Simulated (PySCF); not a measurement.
H2Ga, SMILES `[GaH2]` (charge 0, multiplicity 2)

Computed with r2SCAN-D4/def2-TZVP (PySCF).

* **highest occupied spin orbital**: -4.96 eV
* **dipole moment**: 0.25 D
* **total energy**: -1925.9739 Ha
* **cost**: roughly 30 core-seconds

Bond lengths (Å): Ga1–H2 1.587, Ga1–H3 1.587. Angles (°): H2–Ga1–H3 120.3.
Charge 0, spin multiplicity 2.
